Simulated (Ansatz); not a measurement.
Species: CH$_{3}$O$_{2}$ (charge 0, doublet). It need not be the lowest isomer of its formula. SMILES: [O]CO
Coordinates optimised at B3LYP-D3(BJ)/def2-TZVP (Ansatz, a first-principles code):
```
C
O 1 1.3207
O 1 1.4050 2 117.95
H 3 0.9661 1 107.56 2 23.18
H 1 1.1083 2 110.95 3 -124.14
H 1 1.1198 5 104.24 2 113.47
```
Charge 0, spin multiplicity 2.

Parts of the frozen-core correlation energy in STO-3G (Ansatz, hartree). Frozen orbitals: 3; correlated occupied orbitals by spin: 10 and 9; virtual: 5 and 6. Open shells are spin-unrestricted. No spin-orbit coupling. No relativistic terms.

```
term                            value
-------------------------  ----------
reference (HF)             -186.78130
MP2 opposite-spin            -0.08588
MP2 same-spin                -0.01231
CCSD correlation             -0.13128
(T)                          -0.00175
T1 diagnostic                   0.011
largest doubles amplitude       0.025
<S^2> of the reference          0.756
```
